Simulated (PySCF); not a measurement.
**Argon: a sound run and one with changed settings**

Sound run: Ar⁺ [Ne] 3s2 3p5, Ar²⁺ [Ne] 3s2 3p4. Computed with PySCF 2.14 in cc-pV(T+d)Z (5s4p3d1f, 39 functions), with the non-relativistic Hamiltonian (point nucleus). In the sound run the correlated levels freeze [Ne]. The sound run starts from symmetry-adapted Hartree-Fock orbitals and uses a fine grid where one is needed.

Changed run: scalar relativity by spin-free X2C-1e. This setting is unsound on purpose.

| species | method | sound run (hartree) | changed run (hartree) | converged |
| --- | --- | --- | --- | --- |
| Ar⁺ | UHF | -526.27765 | -527.86225 | yes |
| Ar⁺ | r2SCAN | -526.92972 | -528.51289 | yes |
| Ar⁺ | BP86 | -527.00852 | -528.59124 | yes |
| Ar⁺ | MP2 | -526.44384 | -528.02847 | yes |
| Ar⁺ | CCSD(T) | -526.47435 | -528.05887 | yes |
| Ar²⁺ | UHF | -525.30838 | -526.89328 | yes |
| Ar²⁺ | r2SCAN | -525.91260 | -527.49612 | yes |
| Ar²⁺ | BP86 | -525.98969 | -527.57279 | yes |
| Ar²⁺ | MP2 | -525.43900 | -527.02389 | yes |
| Ar²⁺ | CCSD(T) | -525.46962 | -527.05436 | yes |

Ionisation energy of Ar⁺:

```csv
method,sound run (eV),changed run (eV)
UHF,26.375,26.367
r2SCAN,27.677,27.668
BP86,27.724,27.713
MP2,27.343,27.336
SCS-MP2,27.338,27.331
CCSD,27.308,27.301
CCSD(T),27.340,27.334
```

Most of the change in total energy is the relativistic energy itself. On top of that the contraction fixes the core shape for the Hamiltonian it was made with, so the changed run is not a good calculation with the other Hamiltonian either.

For comparison, NIST gives 27.630 eV between the lowest levels.
